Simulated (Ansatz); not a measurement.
Geometry optimisation, Ansatz, UKS PBE0-D4/cc-pVDZ.

input.yaml

```yaml
crystal:
  periodic: [false, false, false]
  atoms:
    - { symbol: C, position_ang: [-0.4591, 1.1993, 0.0847] }
    - { symbol: Si, position_ang: [-0.8749, -0.5722, -0.3981] }
    - { symbol: Si, position_ang: [1.2258, -0.82, 0.2156] }
    - { symbol: S, position_ang: [0.7315, 0.8533, 1.4577] }
    - { symbol: H, position_ang: [0.95759, 1.9401, 2.27755] }
    - { symbol: H, position_ang: [-1.4015, 1.7999, 0.3995] }
    - { symbol: H, position_ang: [-1.8708, -1.2178, 0.4731] }
    - { symbol: H, position_ang: [-1.1311, -0.7386, -1.8536] }
    - { symbol: H, position_ang: [2.2937, -0.3635, -0.7043] }
    - { symbol: H, position_ang: [1.6096, -2.0038, 1.0818] }
magnetization:
  spin_polarized: true
basis:
  gaussian: { orbitals: cc-pVDZ }
hamiltonian:
  xc: pbe0
  dispersion: d4
relax:
  f_tol: 0.02
  max_steps: 50
```

Launched with:

```bash
$ ansatz run input.yaml --threads 2 --pin off --max-ram 3072MiB --backend cpu --events-out ev --progress --plain --runs-dir out
```

Where does it end, and by what steps?

It converged. After 17 steps the energy has fallen by 2.130 eV; H5 moved furthest, 1.96 Å.

```json
{"step": "0", "energy less start (eV)": "0.0000", "largest force component (eV/Å)": "2.605", "accepted": "yes"}
{"step": "1", "energy less start (eV)": "-0.9580", "largest force component (eV/Å)": "1.714", "accepted": "yes"}
{"step": "2", "energy less start (eV)": "-1.4027", "largest force component (eV/Å)": "1.156", "accepted": "yes"}
{"step": "3", "energy less start (eV)": "-1.6232", "largest force component (eV/Å)": "1.056", "accepted": "yes"}
{"step": "4", "energy less start (eV)": "-1.7896", "largest force component (eV/Å)": "0.585", "accepted": "yes"}
{"step": "5", "energy less start (eV)": "-1.8685", "largest force component (eV/Å)": "0.475", "accepted": "yes"}
{"step": "6", "energy less start (eV)": "-1.9206", "largest force component (eV/Å)": "0.348", "accepted": "yes"}
{"step": "7", "energy less start (eV)": "-1.9547", "largest force component (eV/Å)": "0.318", "accepted": "yes"}
{"step": "8", "energy less start (eV)": "-1.9926", "largest force component (eV/Å)": "0.415", "accepted": "yes"}
{"step": "9", "energy less start (eV)": "-2.0054", "largest force component (eV/Å)": "0.753", "accepted": "yes"}
{"step": "10", "energy less start (eV)": "-2.0550", "largest force component (eV/Å)": "0.453", "accepted": "yes"}
{"step": "11", "energy less start (eV)": "-2.0894", "largest force component (eV/Å)": "0.323", "accepted": "yes"}
{"step": "12", "energy less start (eV)": "-2.1014", "largest force component (eV/Å)": "0.379", "accepted": "yes"}
{"step": "13", "energy less start (eV)": "-2.1117", "largest force component (eV/Å)": "0.431", "accepted": "yes"}
{"step": "14", "energy less start (eV)": "-2.0607", "largest force component (eV/Å)": "0.899", "accepted": "no"}
{"step": "15", "energy less start (eV)": "-2.1280", "largest force component (eV/Å)": "0.111", "accepted": "yes"}
{"step": "16", "energy less start (eV)": "-2.1295", "largest force component (eV/Å)": "0.066", "accepted": "yes"}
{"step": "17", "energy less start (eV)": "-2.1298", "largest force component (eV/Å)": "0.019", "accepted": "yes"}
```

```xyz
10
Properties=species:S:1:pos:R:3
C -0.913 0.777 0.922
Si -0.895 -0.430 -0.452
Si 1.225 -0.837 0.465
S 0.724 1.178 1.352
H 1.397 1.946 0.368
H -1.667 1.496 1.253
H -1.915 -1.533 -0.414
H -0.776 -0.011 -1.904
H 2.570 -0.770 -0.209
H 1.331 -1.739 1.654
```

Time of the run: 87 s on 2 threads of Arm Neoverse V1, with other jobs on the host, peak memory 0.31 GiB.
